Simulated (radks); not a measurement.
Values are calculated unless marked as measured or tabulated.
Species: Er3+. Configuration: [Xe] 4f10.5 5d0.5 (fractional occupations, a model configuration). Code: a radial shooting solver on a logarithmic mesh with Libxc functionals. Model: scalar-relativistic Kohn-Sham, PBE, spin-polarised, spherical densities, finite nucleus; open shells are filled with parallel spins first (spin-orbit coupling, left out, can overturn this in heavy ions); Fermi nuclear charge, rms radius 5.2516 fm.

X-ray form factor f0, the Fourier transform of the density (f0(0) = 65):

| sin(theta)/lambda (1/angstrom) | f0 (electrons) |
|---|---|
| 0.05 | 64.375 |
| 0.1 | 62.605 |
| 0.15 | 59.960 |
| 0.2 | 56.779 |
| 0.25 | 53.378 |
| 0.3 | 49.997 |
| 0.4 | 43.817 |
| 0.5 | 38.646 |
| 0.6 | 34.339 |
| 0.8 | 27.545 |
| 1 | 22.621 |
| 1.25 | 18.588 |
| 1.5 | 16.072 |
| 2 | 12.575 |
